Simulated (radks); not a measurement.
Isoelectronic series with 18 electrons, all held in the configuration [Ar], which need not be the ground one along the series. Calculated with a radial shooting solver on a logarithmic mesh with Libxc functionals: non-relativistic Kohn-Sham, BLYP, spin-polarised, spherical densities, point nucleus. Total energies (hartree) and orbital eigenvalues (eV):

[
 {"ion": "Ar", "E (hartree)": "-527.55104", "3p": "-10.1575", "3s": "-23.9049", "2p": "-229.9051"},
 {"ion": "K+", "E (hartree)": "-599.76669", "3p": "-24.7533", "3s": "-40.9378", "2p": "-286.2303"},
 {"ion": "Ca2+", "E (hartree)": "-676.91956", "3p": "-42.9057", "3s": "-61.5611", "2p": "-350.0434"},
 {"ion": "Sc3+", "E (hartree)": "-758.99584", "3p": "-64.4151", "3s": "-85.5570", "2p": "-421.0966"},
 {"ion": "Ti4+", "E (hartree)": "-845.98698", "3p": "-89.1783", "3s": "-112.8153", "2p": "-499.2586"},
 {"ion": "V5+", "E (hartree)": "-937.88722", "3p": "-117.1335", "3s": "-143.2706", "2p": "-584.4496"},
 {"ion": "Cr6+", "E (hartree)": "-1034.69245", "3p": "-148.2403", "3s": "-176.8809", "2p": "-676.6166"},
 {"ion": "Mn7+", "E (hartree)": "-1136.39968", "3p": "-182.4708", "3s": "-213.6172", "2p": "-775.7228"}
]
